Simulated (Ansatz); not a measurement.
A nudged elastic band was laid between two geometries of GaH4OS (7 atoms, charge 1, multiplicity 1).

The calculation used RKS PBE0-D4/def2-SVP in Ansatz 0.2.0.

| Property | Result |
| --- | --- |
| movable images | 5 |
| climbing image | yes |
| spring | 5.0 eV/Å² |
| optimiser | quadratic models (default) |
| start path | IDPP |
| force threshold | 0.05 eV/Å |
| iteration limit | 45 |
| end points | relaxed |

Image 0:

```xyz
7
Properties=species:S:1:pos:R:3
O -1.249 0.072 -0.620
Ga 0.251 -0.008 0.706
S 1.953 -0.112 -0.596
H -1.158 0.050 -1.587
H -2.191 0.136 -0.393
H -0.450 0.040 2.069
H 2.844 -0.179 0.422
```

Image 6:

```xyz
7
Properties=species:S:1:pos:R:3
O -1.257 0.076 -0.617
Ga 0.256 -0.014 0.692
S 1.962 -0.113 -0.603
H -2.197 0.136 -0.380
H -1.176 0.065 -1.584
H -0.429 0.028 2.064
H 2.840 -0.177 0.427
```

What changes between the two ends?

No bond is made or broken. The dihedral H5–O1–Ga2–S3 goes from -179 to 1°. The two ends are copies of one structure, up to a mirror image or an exchange of like atoms.

Give the energies along the band, and the barrier.

The forces met the threshold. The highest image is number 3 of 0 to 6, 0.135 eV above the ends, which have the same energy within 2 meV. A vibrational analysis at the climbing image gives one clearly imaginary mode, 251i cm⁻¹: a first-order saddle point.

```json
{"image": "0", "path coordinate (Å)": "0.00", "energy (eV)": "0.000", "dihedral H5–O1–Ga2–S3 (°)": "-179"}
{"image": "1", "path coordinate (Å)": "0.54", "energy (eV)": "0.034", "dihedral H5–O1–Ga2–S3 (°)": "-147"}
{"image": "2", "path coordinate (Å)": "1.08", "energy (eV)": "0.102", "dihedral H5–O1–Ga2–S3 (°)": "-116"}
{"image": "3", "path coordinate (Å)": "1.62", "energy (eV)": "0.135", "dihedral H5–O1–Ga2–S3 (°)": "-86"}
{"image": "4", "path coordinate (Å)": "2.16", "energy (eV)": "0.101", "dihedral H5–O1–Ga2–S3 (°)": "-56"}
{"image": "5", "path coordinate (Å)": "2.70", "energy (eV)": "0.033", "dihedral H5–O1–Ga2–S3 (°)": "-28"}
{"image": "6", "path coordinate (Å)": "3.24", "energy (eV)": "0.000", "dihedral H5–O1–Ga2–S3 (°)": "1"}
```

What is the geometry of the highest image?


```xyz
7
Properties=species:S:1:pos:R:3
O -1.286 -0.127 -0.606
Ga 0.293 -0.151 0.688
S 1.854 0.659 -0.533
H -1.512 -0.831 -1.234
H -1.884 0.622 -0.761
H -0.250 -0.728 2.000
H 2.786 0.556 0.447
```

What are the harmonic wavenumbers there?

251i, 131, 134, 294, 378, 432, 459, 582, 605, 732, 1618, 2123, 2689, 3782, 3869 cm⁻¹.

The band took 5 iterations and about 3 core-minutes.

Time of the run: 3.4 min on 1 thread of Intel(R) Xeon(R) Processor @ 2.50GHz (Skylake/Cascade Lake) (shared host), peak memory 0.19 GiB.
